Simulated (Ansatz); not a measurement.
Geometry optimisation, RKS PBE0/def2-mTZVP (Ansatz).

Input file:

```yaml
crystal:
  periodic: [false, false, false]
  atoms:
    - { symbol: W, position_ang: [-0.421906, -0.427971, 0.314725] }
    - { symbol: F, position_ang: [-0.010655, -0.033676, 2.100445] }
    - { symbol: H, position_ang: [1.135656, -0.06004, -0.079697] }
    - { symbol: H, position_ang: [-0.048263, 1.124605, -0.086767] }
    - { symbol: H, position_ang: [-1.715091, 0.349338, -0.476072] }
    - { symbol: H, position_ang: [0.324913, -1.729825, -0.492313] }
    - { symbol: H, position_ang: [-0.083266, -0.089008, -1.310146] }
    - { symbol: Br, position_ang: [2.121095, 2.238755, 1.203605] }
    - { symbol: H, position_ang: [1.444617, 1.489521, 2.316319] }
basis:
  gaussian: { orbitals: def2-mTZVP }
hamiltonian:
  xc: pbe0
relax:
  f_tol: 0.03
  max_steps: 50
```

Command:

```bash
$ ansatz run input.yaml --threads 4 --pin off --max-ram 5120MiB --backend cpu --events-out ev --progress --plain --runs-dir out
```

Problem. Where does it end, and by what steps?

Solution. The run converged. After 23 steps the energy has fallen by 0.255 eV; Br8 moved furthest, 1.56 Å.

| step | energy less start (eV) | largest force component (eV/Å) | accepted |
| --- | --- | --- | --- |
| 0 | 0.0000 | 1.213 | yes |
| 1 | -0.1468 | 0.441 | yes |
| 2 | -0.1821 | 0.452 | yes |
| 3 | -0.1989 | 0.263 | yes |
| 4 | -0.2084 | 0.147 | yes |
| 5 | -0.2155 | 0.137 | yes |
| 6 | -0.2323 | 0.058 | yes |
| 7 | -0.2309 | 0.514 | no |
| 8 | -0.2393 | 0.096 | yes |
| 9 | -0.2412 | 0.183 | yes |
| 10 | -0.2481 | 0.075 | yes |
| 11 | -0.2504 | 0.114 | yes |
| 12 | -0.2504 | 0.217 | no |
| 13 | -0.2518 | 0.050 | yes |
| 14 | -0.2533 | 0.081 | yes |
| 15 | -0.2529 | 0.139 | no |
| 16 | -0.2540 | 0.050 | yes |
| 17 | -0.2540 | 0.086 | no |
| 18 | -0.2543 | 0.044 | yes |
| 19 | -0.2544 | 0.052 | yes |
| 20 | -0.2547 | 0.046 | yes |
| 21 | -0.2550 | 0.041 | yes |
| 22 | -0.2551 | 0.038 | yes |
| 23 | -0.2552 | 0.025 | yes |

```xyz
9
Properties=species:S:1:pos:R:3
W -0.463 -0.467 0.236
F 0.323 0.339 1.769
H 0.983 -0.207 -0.522
H -0.208 0.974 -0.532
H -1.908 0.128 -0.437
H 0.151 -1.913 -0.418
H -0.466 -0.486 -1.451
Br 2.654 2.754 2.581
H 1.681 1.740 2.263
```

Whether the end is a true minimum wasn't checked by a vibrational analysis.

The run took 44 s on 4 threads of Arm Neoverse V2, on a shared host, peak memory 0.27 GiB.
